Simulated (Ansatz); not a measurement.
Energy needed to pull apart AgNH3Br (SMILES [NH3+][Ag-][Br]), singlet, into free ground-state atoms, from the structure below (displaced at random from a GFN2-xTB minimum); no zero-point or spin–orbit terms; open-shell atoms are treated unrestricted, in their ground-state multiplicity.

N1  (-0.672, 0.597, -0.424)
Ag2  (0.909, -0.833, 0.476)
Br3  (2.582, -2.215, 1.470)
H4  (-1.157, 0.116, -1.205)
H5  (-0.296, 1.484, -0.628)
H6  (-1.422, 0.786, 0.261)
(Å)

Program: Ansatz 0.2.0. Basis: def2-TZVPP. Cores are frozen in the correlated methods. Filled d shells of the heavier atoms are correlated. Core potentials replace the inner electrons of the atoms past krypton. The def2 sets are not built for correlating such inner shells, so the correlated values are less sure here.

```tsv
method	atomization energy (kJ/mol)
PBE-D4	?
r2SCAN-D4	1645
PBE0-D4	1630
CAM-B3LYP-D4	1650
wB97X-V	1655
wB97M-V	1659
HF	1102
MP2	1612
CCSD	?
CCSD(T)	1596
```

(1) What does PBE-D4 give? (To be estimated.)

(2) What does CCSD give? (An estimate is asked for; the value comes from the calculation.)

No T1 diagnostic of these runs exceeds 0.014.

Answers

(1) By the calculation: 1670 kJ/mol, which is about 74 kJ/mol more than CCSD(T)/def2-TZVPP.

(2) Computed: 1567 kJ/mol, which is about 29 kJ/mol less than CCSD(T)/def2-TZVPP.

In triple zeta the MP2 and coupled-cluster atomization energies are still short of their basis limit by a few kcal/mol a bond, whereas those of the functionals are nearly converged, so these differences are not deviations from converged CCSD(T).

For scale, one of the runs: CCSD(T)/def2-TZVPP, 177 basis functions (an equivalent command: `ansatz run in.yaml --threads 8`). Hardware: 8 CPU threads, shared host. Wall time 60 s; peak host memory 2.1 GiB.
